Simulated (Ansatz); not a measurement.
# Heat of formation of BBr2F (SMILES FB(Br)Br) from total energies

BBr2F: 4 atoms, total charge 0, spin state singlet. SMILES: `FB(Br)Br`. Geometry: relaxed at PBE0-D4/def2-TZVP.

Total energies at PBE0/cc-pVDZ (Ansatz 0.2.0); the atoms run unrestricted:

```
species    state   energy (Eh)
  BBr2F  singlet  -5272.360923
      F  doublet    -99.635669
      B  doublet    -24.615921
     Br  doublet  -2573.784714
```

Harmonic wavenumbers at PBE0-D4/def2-TZVP, in cm⁻¹: 170, 303, 423, 473, 878, 1336.

Measured heats of formation of the gaseous atoms at 298.15 K, in kJ/mol: F 79.4, B 570.3, Br 111.9. Spin-orbit lowering of the atoms at 298 K (mean of the ground term's levels less their thermal mean, from spectra), in kJ/mol: F 1.29, B 0.00, Br 14.69. Take 1 Eh = 2625.50 kJ/mol, 1 cm⁻¹ = 0.0119627 kJ/mol, RT = 2.479 kJ/mol.

Q: What heat of formation follows?

A: 
1. Electronic atomisation energy: (-99.635669) + (-24.615921) + 2 × (-2573.784714) − (-5272.360923) = 0.539905 Eh = 1417.5 kJ/mol.
2. Zero-point energy: half the sum of the wavenumbers, 1791.5 cm⁻¹ = 21.4 kJ/mol.
3. Thermal vibrational enthalpy, Σ hcν̃/(exp(hcν̃/kT) − 1): 4.3 kJ/mol. Translation, rotation and pV of a non-linear molecule: 4 RT = 9.9 kJ/mol.
4. The 4 free atoms carry 5/2 RT each: 24.8 kJ/mol.
5. Spin-orbit coupling lowers the free atoms by 1.29 + 0.00 + 2 × 14.69 = 30.7 kJ/mol.
6. Atomisation enthalpy at 298 K: 1417.5 − 30.7 − 21.4 − 4.3 − 9.9 + 24.8 = 1376.0 kJ/mol.
7. Sum of the atoms' heats of formation: 873.5 kJ/mol. Heat of formation: 873.5 − 1376.0 = -502.5 kJ/mol.

No measured value is set beside it here. Relativity is left out. Anharmonicity and any spin-orbit splitting of the molecule are left out.
